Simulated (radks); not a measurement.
Question: Coherent X-ray form factor from a spherical all-electron density. Calculated with a radial shooting solver on a logarithmic mesh with Libxc functionals: scalar-relativistic Kohn-Sham, revPBE, spin-polarised, spherical densities, finite nucleus; Fermi nuclear charge, rms radius of each element as measured or else 0.836 A^(1/3) + 0.57 fm.

sin(theta)/lambda (1/angstrom)  f0 (electrons)
0.05                                    17.533
0.1                                     16.295
0.15                                    14.651
0.2                                     12.964
0.25                                    11.462
0.3                                     10.238
0.4                                      8.566
0.5                                      7.570
0.6                                      6.864
0.8                                      5.628
1                                        4.453
1.25                                     3.250
1.5                                      2.430
2                                        1.617

The species is in the configuration that NIST lists as its ground one. Which atom or ion scatters so?

Answer: Neutral argon, [Ar]. Extrapolating in s^2 from the first two rows gives f0(0) = 17.9, near the electron count 18; among species with that count, the fall with angle is slower the higher Z, and the table is that of Z = 18; from so few rows the species is fixed only to a neighbour or two.
